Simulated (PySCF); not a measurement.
PySCF 2.14 output of an unrestricted r2SCAN calculation on a single atom or ion in cc-pVDZ-PP with ECP60MDF (4s3p2d, 23 functions), with a scalar-relativistic core potential:

```
SCF conv_tol = 1e-09
number electrons alpha = 10  beta = 10
    J. W. Furness, A. D. Kaplan, J. Ning, J. P. Perdew, and J. Sun.,  J. Phys. Chem. Lett. 11, 8208-8215 (2020)
    J. W. Furness, A. D. Kaplan, J. Ning, J. P. Perdew, and J. Sun.,  J. Phys. Chem. Lett. 11, 9248-9248 (2020)
    J. W. Furness, A. D. Kaplan, J. Ning, J. P. Perdew, and J. Sun.,  J. Phys. Chem. Lett. 11, 8208-8215 (2020)
    J. W. Furness, A. D. Kaplan, J. Ning, J. P. Perdew, and J. Sun.,  J. Phys. Chem. Lett. 11, 9248-9248 (2020)
cycle= 1 E= -212.935185140697  delta_E= -0.00533  |g|= 0.0053  |ddm|= 0.358
cycle= 2 E= -212.935212919905  delta_E= -2.78e-05  |g|= 0.001  |ddm|= 0.0384
cycle= 3 E= -212.935213315254  delta_E= -3.95e-07  |g|= 0.000295  |ddm|= 0.00192
cycle= 4 E= -212.935213348395  delta_E= -3.31e-08  |g|= 1.66e-06  |ddm|= 0.000632
cycle= 5 E= -212.935213348395  delta_E= -8.81e-13  |g|= 5.68e-09  |ddm|= 2.82e-06
converged SCF energy = -212.935213348395  <S^2> = -7.1054274e-15  2S+1 = 1
```

The run itself started from symmetry-adapted Hartree-Fock orbitals and held the occupation by maximum overlap, on a logarithmic radial grid, so the iterations belong to that start.

Problem. Which element, charge and spin multiplicity is this?

Solution. Bi(3+) (bismuth, charge +3), multiplicity 1; the state was [Xe] 4f14 5d10 6s2, closed-shell 1S.

Energies and moments cover only the electrons outside the core potential. Spin-orbit coupling, which splits the p, d and f shells strongly at this Z, is absent.
